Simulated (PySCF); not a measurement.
The dipole of `C/C=C\C[SiH2]CO[SiH3]` from its density and from atomic charges.

Coordinates (GFN2-xTB, Å) and charges (e) from the PBE0/pcSseg-1 density (PySCF):

| atom | x | y | z | Mulliken | IAO | Hirshfeld | ESP-fitted |
| --- | --- | --- | --- | --- | --- | --- | --- |
| C1 | -2.339 | 1.258 | -0.791 | -0.2277 | -0.4262 | -0.1168 | -0.2707 |
| C2 | -2.324 | 0.802 | 0.632 | -0.2371 | -0.1640 | -0.0526 | -0.0189 |
| C3 | -1.965 | -0.392 | 1.083 | -0.1881 | -0.1551 | -0.0522 | -0.4129 |
| C4 | -1.476 | -1.549 | 0.278 | -0.4943 | -0.5474 | -0.1574 | -0.0731 |
| Si5 | 0.437 | -1.638 | 0.248 | +0.6853 | +0.7840 | +0.3435 | +0.2607 |
| C6 | 1.156 | -0.022 | -0.462 | -0.2070 | -0.3276 | -0.0818 | +0.1117 |
| O7 | 2.558 | -0.191 | -0.449 | -0.6520 | -0.6456 | -0.2261 | -0.4421 |
| Si8 | 3.711 | 0.834 | -0.935 | +0.7152 | +0.8805 | +0.3796 | +0.5810 |
| H9 | -1.963 | 0.497 | -1.467 | +0.1092 | +0.1360 | +0.0410 | +0.0972 |
| H10 | -1.724 | 2.151 | -0.900 | +0.1235 | +0.1496 | +0.0451 | +0.0771 |
| H11 | -3.354 | 1.522 | -1.088 | +0.1328 | +0.1531 | +0.0468 | +0.1053 |
| H12 | -2.658 | 1.549 | 1.342 | +0.0982 | +0.1413 | +0.0399 | +0.0909 |
| H13 | -1.997 | -0.571 | 2.150 | +0.1032 | +0.1432 | +0.0411 | +0.1765 |
| H14 | -1.860 | -1.501 | -0.740 | +0.1524 | +0.1474 | +0.0411 | +0.0642 |
| H15 | -1.855 | -2.473 | 0.716 | +0.1555 | +0.1584 | +0.0450 | +0.0918 |
| H16 | 0.962 | -1.815 | 1.606 | -0.0744 | -0.1206 | -0.0775 | -0.0679 |
| H17 | 0.860 | -2.754 | -0.606 | -0.0817 | -0.1230 | -0.0797 | -0.0979 |
| H18 | 0.826 | 0.180 | -1.486 | +0.1267 | +0.1296 | +0.0353 | +0.0451 |
| H19 | 0.887 | 0.854 | 0.136 | +0.1380 | +0.1365 | +0.0337 | +0.0530 |
| H20 | 3.543 | 1.194 | -2.348 | -0.1324 | -0.1608 | -0.0866 | -0.1326 |
| H21 | 3.685 | 2.078 | -0.156 | -0.1304 | -0.1601 | -0.0861 | -0.1298 |
| H22 | 4.878 | 0.007 | -0.679 | -0.1151 | -0.1292 | -0.0758 | -0.1085 |

Task: Compute μ = Σ q r for each scheme (1 e·Å = 4.803 D) and compare with the dipole of the full density.

Result: The full density gives (-1.12, 0.82, -0.49) D, 1.47 D in size; dipole vectors point from the negative to the positive end.

| scheme | μx | μy | μz | size (D) | share of the full size (%) | angle to the full dipole (°) |
| --- | --- | --- | --- | --- | --- | --- |
| Mulliken | -0.52 | 0.19 | -1.51 | 1.61 | 110 | 52 |
| IAO | 0.09 | 0.68 | -0.37 | 0.77 | 53 | 56 |
| Hirshfeld | -0.60 | 0.20 | -0.17 | 0.65 | 44 | 18 |
| ESP-fitted | -1.15 | 0.80 | -0.52 | 1.49 | 102 | 2 |

Task: Which set comes closest?

Result: Length of the difference vector: ESP-fitted 0.05 D, Hirshfeld 0.87 D, IAO 1.22 D, Mulliken 1.34 D. Closest: ESP-fitted. ESP charges are fitted to the potential around the molecule, whose slowest-falling term is the dipole's. The schemes that divide the density aren't constrained to reproduce the dipole.

Task: What is left for the Hirshfeld atoms' own dipoles?

Result: The shares of the density sum to the whole, so what Σ q r misses lies in dipoles about the nuclei. The atomic dipoles sum to (-1.12, 0.82, -0.49) − (-0.60, 0.20, -0.17) = (-0.52, 0.62, -0.32) D, 0.87 D in size.

Task: With the origin at the mean of the coordinates, (0.000, 0.001, -0.178) Å, which are the largest single terms, by size, of the ESP-fitted dipole along the direction of the full one?

Result: Si8 -5.87, O7 +4.16, C1 -3.49, H11 +1.87, H22 +1.84 D; all 22 atoms together +1.49 D. The single terms depend on the origin, their sum doesn't.

Task: Give the size of the full dipole in other units.

Result: 1.47 D = 0.578 au = 0.306 e·Å = 4.90 × 10⁻³⁰ C·m.

The structure is a single GFN2-xTB conformer in the gas phase; no vibrational or solvent corrections.

Shape of the structure used: `[CH3:1]/[CH:2]=[CH:3]\[CH2:4][SiH2:5][CH2:6][O:7][SiH3:8]`: C2–C3–C4–Si5 96°, C3–C4–Si5–C6 -58°, C4–Si5–C6–O7 180°, Si5–C6–O7–Si8 180°.
